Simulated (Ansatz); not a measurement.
Program: Ansatz. Geometries: PBE0-D4/def2-TZVP. ΔE: electronic, gas phase. CBS: MP2 limit from def2 TZ/QZ plus the TZ coupled-cluster correction, frozen cores. This one scheme is used for every species. Functionals use def2-TZVPP. For Se outer-core shells are correlated without core-valence functions, which leaves a few kJ/mol of doubt a bond. Scalar relativity is left out up to krypton. Each species was taken in one conformer, which may not be the lowest.

`[SiH3]C=[Se]` + H₂S → `SC=[Se]` + SiH₄  (substitution at a C–Si bond)

```csv
species,r2SCAN0-D4 energy (Eh)
`[SiH3]C=[Se]`,-2731.45489
H₂S,-399.37011
`SC=[Se]`,-2838.97628
SiH₄,-291.85203
```

(1) Work out ΔE.

Largest T1 diagnostic among the species: 0.017.

Answers

(1) ΔE = (-2838.97628) + (-291.85203) − (-2731.45489) − (-399.37011) = -0.00331 Eh = -8.7 kJ/mol. CCSD(T)/CBS gives +5.8 kJ/mol.

From r2SCAN to r2SCAN0 (25 % exact exchange), in def2-TZVPP and without D4, ΔE moves by +6.1 kJ/mol. Leaving LDA and LC-ωPBE aside and taking each functional with its dispersion term where it has one, the values, not all of them listed here, spread over 18.9 kJ/mol, from revPBE-D4 to ωB97M-V. LDA lies −4.2 kJ/mol from PBE without D4. At CCSD(T), def2-SVP lies −5.1 kJ/mol from the extrapolated value and def2-TZVPP −0.1 kJ/mol.
